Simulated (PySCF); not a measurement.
Vertical excitation energies

Species: InH3.
Hydrogens: H2, H3, H4 on In1.

Method used: TDDFT CAM-B3LYP/def2-SVPD, vertical, gas phase, core orbitals frozen in the response, def2 core potentials past Kr in PySCF. Geometry: PBE0-D3(BJ)/def2-SVP; no solvent, vibrations or thermal averaging. Spin–orbit coupling is left out.

Question: What does the calculation give for the low-lying excited states?

Answer: 

```
state  E (eV)  λ (nm)       f  symmetry  main configurations (H = HOMO, L = LUMO)
   S1    4.87   254.7  0.0000         –                             H-1/H→L (99%)
   S2    4.87   254.5  0.0000         –                             H-1/H→L (99%)
   S3    7.48   165.6   0.261        E′                          H-1/H→L+1 (≥90%)
   S4    7.49   165.6   0.261        E′                          H-1/H→L+1 (≥90%)
   S5    7.95   155.9  0.0000         –          H-1/H→L+4 (49%), H-1/H→L+3 (49%)
   S6    8.16   151.9  0.0094        E′                          H-1/H→L+2 (≥79%)
   S7    8.17   151.8  0.0094        E′                          H-1/H→L+2 (≥79%)
   S8    8.61   143.9  0.0001         –          H-1/H→L+3 (50%), H-1/H→L+4 (49%)
   S9    8.91   139.2   0.833        E′        H-1/H→L+4 (≥41%), H-1/H→L+3 (≥22%)
  S10    8.91   139.2   0.832        E′        H-1/H→L+4 (≥41%), H-1/H→L+3 (≥22%)
```

Triplets (Tamm–Dancoff): T1 4.44 eV, H-1/H→L (98%); T2 4.45 eV, H-1/H→L (98%); T3 6.16 eV, H-1/H→L+2 (≥46%), H-1/H→L+1 (≥38%); T4 6.16 eV, H-1/H→L+2 (≥46%), H-1/H→L+1 (≥38%).

The lowest singlet level (S1/S2) lies at 4.87 eV (255 nm, ultraviolet) and is dark (f under 0.0005). The strongest level in the table is S9/S10 at 8.91 eV (139 nm, f = 1.665 summed). It is the last of those listed, so stronger ones may follow. S1/S2, S3/S4, S6/S7 and S9/S10 lie within about 0.01 eV of each other in each set; the point group D3h has degenerate representations, and within a degenerate level the listed configurations can mix freely. Löwdin shares by element: HOMO (one of a set within 0.03 eV) hydrogen 53% or more, indium 43%; LUMO indium 77%, hydrogen 23%. The listed states span 4.04 eV, and the widest gap between neighbours is 2.61 eV (S2 to S3). Weighted by f, the mean energy of these states is 8.56 eV. No computed singlet lies in the visible range (380 to 750 nm); the lowest, at 255 nm, stands 1.61 eV above its violet end (3.26 eV). The vertical ionisation energy (ΔSCF) is 10.69 eV, 1.78 eV above S10. Symmetry labels in D3h follow from the direction of the transition dipole and are given only for states with f of 0.002 or more. Orbitals of the list HOMO-3 to LUMO+2 that lie within 0.01 eV of each other are written together with a slash and their weights summed (≥ marks a lower bound); for degenerate orbitals outside that list single weights are arbitrary. Only the lowest 10 singlets were computed, as vertical energies without vibronic structure.

On one thread of an x86-64 server, no GPU, shared host, this took 3.2 s.
